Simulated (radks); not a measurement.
Values are calculated unless marked as measured or tabulated.
Q: Coherent X-ray form factor from a spherical all-electron density. Code: a radial shooting solver on a logarithmic mesh with Libxc functionals. Model: Dirac Kohn-Sham, SOGGA, spin-unpolarised, spherical densities, finite nucleus; Fermi nuclear charge, rms radius of each element as measured or else 0.836 A^(1/3) + 0.57 fm.

sin(theta)/lambda (1/angstrom),f0 (electrons)
0.05,40.523
0.1,39.178
0.15,37.187
0.2,34.830
0.25,32.367
0.3,29.989
0.4,25.882
0.5,22.762
0.6,20.412
0.8,16.892
1,13.950
1.25,10.824
1.5,8.527
2,6.112

The species is in the configuration that NIST lists as its ground one. Which atom or ion scatters so?

A: The ruthenium ion Ru3+, [Kr] 4d5. Extrapolating in s^2 from the first two rows gives f0(0) = 41.0, near the electron count 41; among species with that count, the fall with angle is slower the higher Z, and the table is that of Z = 44; from so few rows the species is fixed only to a neighbour or two.
